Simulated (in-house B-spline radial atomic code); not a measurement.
The numbers below are computed, except where a source is named.
# Ghost states of the separable form: Sb

Sb, [Kr] 4d10 5s2 5p3, non-relativistic PBE, spherical and spin-unpolarised, from an all-electron radial atomic-structure program (B-spline basis) (atomic units; all potentials screened as in the neutral atom).

Troullier-Martins channels: 5s (ε = -0.4372, r_c = 2.362 bohr), 5p (ε = -0.1800, r_c = 2.802 bohr), 4d (ε = -1.2953, r_c = 0.962 bohr). In the Kleinman-Bylander form one channel serves as the local potential, and each other channel l becomes |δV u><u δV|/<u|δV|u>, with δV = V_l − V_local and u the pseudo-orbital. Its strength is E_KB = <u|δV²|u>/<u|δV|u>. By the analysis of Gonze, Stumpf and Scheffler a spurious state lies below the reference level ε if E_KB > 0 and ε is above the second level of the local potential alone, or if E_KB < 0 and ε is above its first. The table's levels are those of angular momentum l in a sphere of 9 bohr, whose wall can lift a shallow ε a little above its free-atom value.

```csv
local,channel,<u δV u>,<u δV² u>,ε,first local level,second local level
p,s,-0.023297,0.073137,-0.4372,-0.4392,0.0203
p,d,-6.4844,64.18,-1.2953,0.0606,0.2702
s,p,0.019228,0.032126,-0.1796,-0.2052,0.1017
s,d,-7.2846,80.652,-1.2953,0.0545,0.2581
d,p,0.2488,1.0388,-0.1796,-5.9153,-0.4629
d,s,0.55239,3.692,-0.4372,-11.5926,-2.3243
```

Problem. Apply the rule to each row.

Solution. Local p, channel s: E_KB = -3.14, so ε = -0.4372 is set against -0.4392: a ghost. Local p, channel d: E_KB = -9.9, so ε = -1.2953 is set against 0.0606: no ghost. Local s, channel p: E_KB = +1.67, so ε = -0.1796 is set against 0.1017: no ghost. Local s, channel d: E_KB = -11.1, so ε = -1.2953 is set against 0.0545: no ghost. Local d, channel p: E_KB = +4.18, so ε = -0.1796 is set against -0.4629: a ghost. Local d, channel s: E_KB = +6.68, so ε = -0.4372 is set against -2.3243: a ghost.

Diagonalising the separable Hamiltonian gives:

```
local  channel       three lowest levels  all-electron, two lowest valence levels
    p        s  -0.6121, -0.4372, 0.0384                          -0.4372, 0.0320
    p        d   -1.2953, 0.0806, 0.3190                          -1.2953, 0.0744
    s        p   -0.1796, 0.1089, 0.4547                          -0.1796, 0.1092
    s        d   -1.2953, 0.0786, 0.3127                          -1.2953, 0.0744
    d        p  -2.9590, -0.1796, 0.1089                          -0.1796, 0.1092
    d        s  -8.2297, -0.4372, 0.0309                          -0.4372, 0.0320
```

Problem. Which choices of local channel are safe?

Solution. Free of ghosts: s. With p local the s channel has a ghost 0.17 hartree below ε, since the attractive projector pulls a state below the first local level. With d local the p channel has a ghost 2.78 hartree below ε, since the local potential binds more than one state below ε, and a repulsive term of rank one raises each level at most to the next, so it clears only one of them. With d local the s channel has a ghost 7.79 hartree below ε, since the local potential binds more than one state below ε, and a repulsive term of rank one raises each level at most to the next, so it clears only one of them. Among the safe choices the second level, which tests transfer, is off by at most 4.2 millihartree (s local).
